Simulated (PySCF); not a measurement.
Excitation energy of C²⁺ by level of theory

C²⁺ [He] 2s2 (1S) → C²⁺ [He] 2s1 3d1 (3D), as a difference of total energies. Calculation: PySCF 2.14, in aug-cc-pCVTZ-DK with one added diffuse shell each of s, p, d, f type (8s7p5d3f, 75 functions); the spin-free X2C one-electron Hamiltonian (Gaussian nucleus). Correlated levels: valence: 1s2 frozen. The calculations carry no spin-orbit coupling.

```
           method  excitation energy (eV)
              UHF                  31.718
    MP2 (valence)                  32.787
SCS-MP2 (valence)                  33.117
   CCSD (valence)                  33.434
```

How much does correlation contribute at MP2 (valence)?

32.787 − (31.718) = 1.069 eV, measured against UHF.

The promoted electron is Rydberg-like, and one or two diffuse shells describe it only roughly, which tends to raise the upper state.

With two correlated electrons CCSD is exact in that space.
